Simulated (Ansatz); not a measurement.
One change: `N[SiH2]B(O)O` becomes `OB(O)F`.

Ansatz, PBE0-D4/def2-TZVP geometries, multiplicity 1. Each molecule was computed in one conformer, which needn't be the lowest.

| property | `N[SiH2]B(O)O` |
| --- | --- |
| LUMO energy (B3LYP/def2-TZVPP) / eV | -0.60 |
| LUMO energy (ωB97M-V/def2-TZVPP) / eV | 1.32 |
| HOMO–LUMO gap (PBE/def2-TZVPP) / eV | 4.86 |
| LUMO energy (PBE/def2-TZVPP) / eV | -1.22 |
| HOMO energy (ωB97M-V/def2-TZVPP) / eV | -9.67 |
| HOMO energy (PBE/def2-TZVPP) / eV | -6.08 |

Give the same properties after the change, and the shifts. (Estimate.)

Ansatz gave: 
```tsv
property	`OB(O)F`	shift
LUMO energy (B3LYP/def2-TZVPP) / eV	0.03	0.63
LUMO energy (ωB97M-V/def2-TZVPP) / eV	1.77	0.45
HOMO–LUMO gap (PBE/def2-TZVPP) / eV	7.57	2.71
LUMO energy (PBE/def2-TZVPP) / eV	-0.40	0.82
HOMO energy (ωB97M-V/def2-TZVPP) / eV	-12.21	-2.54
HOMO energy (PBE/def2-TZVPP) / eV	-7.97	-1.89
```

With PBE0 the HOMO falls by 2.30 eV and the LUMO rises by 0.81 eV, so the gap widens by about 3.11 eV. PBE moves the HOMO by -1.89 eV and ωB97M-V by -2.54 eV. The zero-point energy changes by -108.2 kJ/mol with -15 modes.

Positive LUMOs are unbound, so they and the gaps depend on the basis.

B3LYP here is the variant with VWN-RPA as its local correlation; programs differ in this.
